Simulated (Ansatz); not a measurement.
Species: trihydroxy(propyl)silane, C₃H₁₀O₃Si, charge 0, multiplicity 1. 
Geometry from a B3LYP-D3(BJ)/def2-TZVP (Ansatz, a program for electronic structure) optimisation:
```xyz
17

C     -3.1759    -0.9696     0.2614
C     -1.6675    -1.0150     0.0314
C     -0.9930     0.3533     0.2058
Si     0.8463     0.3475    -0.0398
O      1.5187     1.8359     0.1403
O      1.4435    -0.6677     1.1060
O      1.2773    -0.1079    -1.5696
H     -3.4036    -0.6286     1.2740
H     -3.6316    -1.9531     0.1286
H     -3.6573    -0.2793    -0.4355
H     -1.2143    -1.7329     0.7201
H     -1.4727    -1.3939    -0.9778
H     -1.4289     1.0753    -0.4930
H     -1.1984     0.7411     1.2091
H      1.8260     2.2706    -0.6591
H      2.3936    -0.6685     1.2495
H      1.0410    -0.9905    -1.8638
```

Basis-set convergence of Hartree-Fock and MP2 correlation energies (hartree) with Ansatz. Valence correlation only, unless marked. Spin-orbit coupling is left out. No relativistic terms.

| basis | functions | E(HF) | E(corr, MP2) |
|---|---|---|---|
| cc-pV(D+d)Z | 157 | -633.14218 | -1.08887 |
| cc-pV(T+d)Z | 359 | [?] | [?] |

Q: Some entries are withheld; supply them.

A: 
- cc-pV(T+d)Z, E(HF): -633.28732
- cc-pV(T+d)Z, E(corr, MP2): -1.37095
